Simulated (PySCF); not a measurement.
C5H3ClOS.
SMILES: `O=C(Cl)c1cccs1`

Torsions of this conformer, `[O:1]=[C:2]([Cl:3])[c:4]1[cH:5][cH:6][cH:7][s:8]1`: O1–C2–C4–C5 180°.

The closed-shell ground state was solved at several levels (PySCF, density fitting, gas phase, non-relativistic). The structure is a single PBE0-D3(BJ)/def2-TZVP conformer in the gas phase; no vibrational or solvent corrections.

| level | basis functions | total energy (Eh) | HOMO (eV) | LUMO (eV) | gap (eV) | dipole (D) |
| --- | --- | --- | --- | --- | --- | --- |
| KT3/pcSseg-2 | 344 | -1136.1877 | -6.75 | -3.10 | 3.65 | 4.25 |
| wB97X-D/pcSseg-2 | 344 | -1125.9917 | -9.50 | -0.65 | 8.85 | 4.27 |
| PBE0/pcSseg-2 | 344 | -1125.5012 | -7.77 | -2.35 | 5.42 | 4.31 |

Problem. Estimate the row for B97-2/pcSseg-2, a basis of 344 functions; the other rows only guide the guess.

Solution. Total energy -1126.0613 Eh, HOMO -7.52 eV, LUMO -2.38 eV, gap 5.14 eV, dipole 4.33 D.

Problem. Over all these levels, which gives the widest orbital gap and which the narrowest?

Solution. wB97X-D/pcSseg-2 (range-separated hybrid) has the widest, 8.85 eV, and KT3/pcSseg-2 (GGA) the narrowest, 3.65 eV. From the narrowest to the widest the HOMO moves by -2.75 eV and the LUMO by +2.45 eV.

Problem. In the pcSseg-2 basis, how does the gap go with the fixed share of exact exchange?

Solution. KT3 (0 %) 3.65 eV; B97-2 (21 %) 5.14 eV; PBE0 (25 %) 5.42 eV. Each rise in the share widens the gap here.

Problem. How far do the dipole and the HOMO energy spread over the levels?

Solution. The dipole runs from 4.25 to 4.33 D (mean 4.29 D) and the HOMO from -9.50 to -6.75 eV.

Note: wB97X-D ran without an empirical dispersion term, which enters the total energy and its gradient alone.
